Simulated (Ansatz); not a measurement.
Ge₂Se₃⁻. Charge -1, multiplicity 2. Geometry r2SCAN-D4/def2-SVPD, basis def2-TZVPD, Ansatz.

```xyz
5

Ge   -0.4050    1.6947    1.5284
Ge   -0.0966   -1.0324   -0.3384
Se    0.8700   -1.5995   -2.2843
Se   -1.6756    0.8915   -0.3170
Se    1.3072    0.0457    1.4113
```

```csv
run,HOMO (eV),LUMO (eV)
A,-0.73,-0.34
B,-1.48,0.64
C,-0.61,-0.05
D,-0.87,0.09
```

Another isomer (doublet) lies 0.39 eV lower at PBE0-D4/def2-TZVPD; other spin states weren't run for this one.

HOMO and LUMO are taken over both spins.

The runs used LDA (SPW92), PBE, PBE0, r2SCAN. Estimate which is which.

A LDA (SPW92) (0 % exact exchange); B PBE0 (25 % exact exchange); C PBE (0 % exact exchange); D r2SCAN (0 % exact exchange). Exact exchange lowers occupied and raises empty levels; among semilocal functionals meta-GGAs tend to open the gap a little, and such runs are hard to tell apart. The gap grows from 0.39 eV (LDA (SPW92)) to 2.12 eV (PBE0).
